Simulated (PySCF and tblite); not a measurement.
Values are calculated unless marked as measured or tabulated.
5 regioisomers of C₁₁H₁₄SSi:

| isomer | SMILES |
| --- | --- |
| A | [CH3:1][Si:2]([CH3:3])([CH3:4])[c:5]1[cH:6][cH:7][c:8]2[s:9][cH:10][cH:11][c:12]2[cH:13]1 |
| B | [CH3:1][Si:2]([CH3:3])([CH3:4])[c:5]1[cH:6][cH:7][cH:8][c:9]2[cH:10][cH:11][s:12][c:13]12 |
| C | [CH3:1][Si:2]([CH3:3])([CH3:4])[c:5]1[cH:6][cH:7][cH:8][c:9]2[s:10][cH:11][cH:12][c:13]12 |
| D | [CH3:1][Si:2]([CH3:3])([CH3:4])[c:5]1[cH:6][s:7][c:8]2[cH:9][cH:10][cH:11][cH:12][c:13]12 |
| E | [CH3:1][Si:2]([CH3:3])([CH3:4])[c:5]1[cH:6][c:7]2[cH:8][cH:9][cH:10][cH:11][c:12]2[s:13]1 |

Protocol: conformer search, at most 2 conformers an isomer, GFN2-xTB geometries, energies PBE0/6-31G* (D3(BJ) added where defined), weights at 298.15 K with GFN2-xTB thermal terms. Programs: PySCF with density fitting and tblite.

Equilibrium rotational constants and dipole components of each isomer's leading conformer, in random order:

```csv
set,A (MHz),B (MHz),C (MHz),abs μa,abs μb,abs μc (D)
P,1076,445,352,0.83,0.26,0.00
Q,1480,349,312,0.50,0.80,0.00
R,991,467,354,0.81,0.56,0.00
S,1516,318,287,0.54,0.65,0.03
T,965,534,388,0.33,0.28,0.00
```

Q: Match sets and isomers.

A: P is C (Cs), Q is E (Cs), R is D (Cs), S is A (C1), T is B (Cs).

The whole study took 15 min on 1 thread of Arm Neoverse V2 (shared host) (rough), peak memory 1.2 GiB, launched as `OMP_NUM_THREADS=1 python ens_run.py task.json out`.
